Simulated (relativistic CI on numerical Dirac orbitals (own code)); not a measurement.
**The spin-orbit constant of Mo³⁺ from its measured fine structure**

Problem. The ground term 4F of Mo³⁺ (4s2.4p6.4d3) has the measured levels J = 3/2: 0.0, J = 5/2: 778.0, J = 7/2: 1759.8, J = 9/2: 2864.6 cm⁻¹ (Sugar and Musgrove, J. Phys. Chem. Ref. Data 17, 155 (1988)). Test the interval rule and estimate ζ(4d).

Working.
1. In LS coupling E(J) − E(J − 1) = AJ. The intervals give A = 311.2 (J = 5/2), 280.5 (J = 7/2), 245.5 (J = 9/2) cm⁻¹.
2. These values spread by 24 % of their mean, from second-order spin-orbit mixing with other terms and from spin-spin terms.
3. The whole width divided by the sum of the upper J values gives a mean A = 272.8 cm⁻¹.
4. For the Hund term of a shell that is less than half full, A = +ζ/2S with 2S = 3, so ζ = 818 cm⁻¹.

Check. The value calculated from Dirac-Coulomb-Breit radial functions of this configuration is ζ = 747 cm⁻¹, 9 % below the estimate from measurement. The same recipe applied to the calculated levels returns 775 cm⁻¹, which shows the bias of the recipe itself. Where the interval rule fails, the estimate is only rough.
